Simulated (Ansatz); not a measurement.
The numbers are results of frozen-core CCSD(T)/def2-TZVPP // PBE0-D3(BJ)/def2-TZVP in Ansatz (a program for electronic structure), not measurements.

Ansatz 0.2 input:
```yaml
crystal:
  periodic: [false, false, false]
  atoms:
    - { symbol: C, position_ang: [2.778065, 0.24359, 0.104443] }
    - { symbol: C, position_ang: [1.493286, 0.168382, 0.281203] }
    - { symbol: C, position_ang: [0.211896, 0.094342, 0.511558] }
    - { symbol: O, position_ang: [-0.733691, 0.49895, -0.384725] }
    - { symbol: Si, position_ang: [-2.238386, -0.18137, -0.484577] }
    - { symbol: H, position_ang: [3.343644, -0.583855, -0.31541] }
    - { symbol: H, position_ang: [3.334624, 1.140388, 0.364073] }
    - { symbol: H, position_ang: [-0.153412, -0.277052, 1.468676] }
    - { symbol: H, position_ang: [-2.820703, -0.308721, 0.878901] }
    - { symbol: H, position_ang: [-2.173586, -1.530492, -1.103146] }
    - { symbol: H, position_ang: [-3.041734, 0.735834, -1.320997] }
basis:
  gaussian: { orbitals: def2-TZVPP }
correlation:
  method: ccsd_t
```

Output:

```
Functional definition: HF
1483 factors; integrals over basis functions are off by at most 8.6e-4 eV
mean field evaluation 1: about -13083.2559 eV, gradient 3.6e1 eV
mean field evaluation 2: about -13083.5993 eV, gradient 3.6e1 eV
mean field evaluation 4: about -13086.9534 eV, gradient 4.9e0 eV
mean field evaluation 8: about -13087.0207 eV, gradient 2.7e-1 eV
mean field evaluation 16: about -13083.2537 eV, gradient 3.6e1 eV
mean field -13087.02097723 eV, -480.9391502119 hartree, gradient 2.4e-6 eV, S^2 0.000000; 0 other end points of the search recorded, 0 dependent functions left out
9 core orbitals not correlated
reference -13087.02097723 eV, -480.9391502119 hartree; 14, 14 occupied and 227, 227 virtual orbitals, 1483 factors
second order -22.47011573 eV of doubles, -0.00000000 eV of singles
cycle   1  -22.83182440 eV  change   -3.6e-1 eV  update   1.1e-1
cycle   2  -23.46617536 eV  change   -6.3e-1 eV  update   3.7e-2
cycle   3  -23.62533621 eV  change   -1.6e-1 eV  update   1.9e-2
cycle   4  -23.61546100 eV  change    9.9e-3 eV  update   4.9e-3
cycle   5  -23.61523576 eV  change    2.3e-4 eV  update   2.1e-3
cycle   6  -23.61654543 eV  change   -1.3e-3 eV  update   5.7e-4
cycle   7  -23.61640195 eV  change    1.4e-4 eV  update   2.2e-4
cycle   8  -23.61639061 eV  change    1.1e-5 eV  update   7.2e-5
cycle   9  -23.61643710 eV  change   -4.6e-5 eV  update   3.1e-5
cycle  10  -23.61643514 eV  change    2.0e-6 eV  update   1.3e-5
perturbative correction -1.03198825 eV, -0.0379248688 hartree
Total energy: -13111.66940062 eV, -481.8449630642 hartree
```

Cost: about 8 core-minutes (a rough figure).
